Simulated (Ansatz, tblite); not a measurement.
Cost and result up the ladder for [Cu(SH)2]- (CuH₂S₂⁻) (5 atoms). The state is a singlet with charge -1. Geometry: r2SCAN-D4/def2-TZVPD.

```
atom    x (Å)    y (Å)    z (Å)
 Cu1  -0.2989   0.1490  -0.1236
  S2  -1.3902  -1.6731   0.2362
  H3  -0.4677  -2.5126  -0.2752
  S4   0.7440   1.9952  -0.5034
  H5   1.4128   2.0415   0.6660
```

Ansatz on 4 threads of Arm Neoverse V2 on a shared host; xTB runs through tblite on one thread. Times are rough, summed over both states, and most runs start from the orbitals of an earlier one. PBE0-D4/def2-TZVPD serves as the yardstick here, not as an exact answer. The other state is a doublet.

The xTB rows come from tblite. HOMO above LUMO, or a gap near zero within one spin, warns that the state may not be the lowest or that an electron is smeared out.

Raw xTB energies of ions are shifted by several eV.

| level | functions | wall time | vertical IE (eV) | difference from PBE0-D4/def2-TZVPD (eV) | remarks |
| --- | --- | --- | --- | --- | --- |
| GFN1-xTB | 31 | 0.006 s | 7.88 | 4.32 | – |
| GFN2-xTB | 29 | 0.007 s | 7.88 | 4.31 | – |
| PBE-D4/def2-TZVPD | 158 | 4.2 s | 3.24 | -0.32 | gap within one spin near zero (doublet) |
| r2SCAN-D4/def2-TZVPD | 158 | 11 s | 3.31 | -0.26 | gap within one spin near zero (doublet) |
| PBE0-D4/def2-TZVPD (with forces) | 158 | 13 s | 3.56 | 0.00 | – |
